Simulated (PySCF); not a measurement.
ReO2F2, SMILES [O]=[Re](=[O])([F])[F] (connectivity only; charge and spin as stated), neutral, multiplicity 2.

Coordinates come from a PBE-D3(BJ)/def2-SVP optimisation. The spin state was assumed, not searched. The def2 effective core potentials stand for the cores of Re; spin–orbit coupling is left out.

Computed with PySCF with PBE-D3(BJ)/def2-SVP.

Frequencies are harmonic and unscaled.

Computed vibrational spectrum:
| mode | ν (cm⁻¹) | IR (km/mol) | moving atoms (share of kinetic energy) |
|---|---|---|---|
| 1 | 93 | 0.0 | F 51 %, O 49 % |
| 2 | 206 | 7.0 | O 66 %, F 18 %, Re 16 % |
| 3 | 221 | 5.5 | F 46 %, O 39 %, Re 15 % |
| 4 | 250 | 1.9 | F 88 %, O 9 % |
| 5 | 318 | 3.6 | O 82 %, F 9 %, Re 9 % |
| 6 | 648 | 57.5 | F 89 %, Re 10 % |
| 7 | 687 | 70.7 | F 88 %, Re 11 % |
| 8 | 984 | 139.8 | O 89 %, Re 11 % |
| 9 | 1014 | 40.9 | O 95 % |
